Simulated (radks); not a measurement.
Values are calculated unless marked as measured or tabulated.
Question: Zn14+, 16 electrons, occupied as [Ne] 3s2 3p4. Code: a radial shooting solver on a logarithmic mesh with Libxc functionals. Model: scalar-relativistic Kohn-Sham, BLYP, spin-polarised, spherical densities, finite nucleus; open shells are filled with parallel spins first; Fermi nuclear charge, rms radius 3.9283 fm. Some entries of the table are withheld. Estimate them.

orbital  occ.  eigenvalue (hartree)  <1/r> (bohr^-1)  <r> (bohr)
1s up       1             -367.6188            30.22     0.05032
1s down     1             -367.5522            30.22     0.05031
2s up       1                   (1)              (2)      0.2247
2s down     1                   (3)              (4)      0.2246
2p up       3             -54.31924            6.496         (5)
2p down     3             -54.24503            6.495         (6)
3s up       1             -19.34597            2.447      0.5906
3s down     1             -19.10144            2.441      0.5921
3p up       3             -17.60156            2.358      0.5853
3p down     1             -17.35967            2.353      0.5870

Answer: 
(1) 2s up eigenvalue (hartree): -59.90060
(2) 2s up <1/r> (bohr^-1): 6.626
(3) 2s down eigenvalue (hartree): -59.84944
(4) 2s down <1/r> (bohr^-1): 6.627
(5) 2p up <r> (bohr): 0.1968
(6) 2p down <r> (bohr): 0.1967
